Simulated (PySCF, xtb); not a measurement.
Cl₄HSTa, SMILES [SH][Ta]([Cl])([Cl])([Cl])[Cl], multiplicity 1.

GFN2-xTB (xtb) at its own geometry gives an orbital gap of 2.03 eV and a dipole moment of 1.67 D.

Coordinates come from a PBE0-D3(BJ)/def2-SVP optimisation. The multiplicity is an assumed one; no other spin state was optimised. The structure was generated by enumeration; whether it is a known compound was not checked. The def2 effective core potentials stand for the cores of Ta; spin–orbit coupling is left out. The values are those of a single conformer.

What does PBE/def2-TZVP run with PySCF give? (An estimate is asked for; the answer gives what the named calculation found.)

gap 2.76 eV (levels -7.19 and -4.42 eV), dipole 0.61 D.
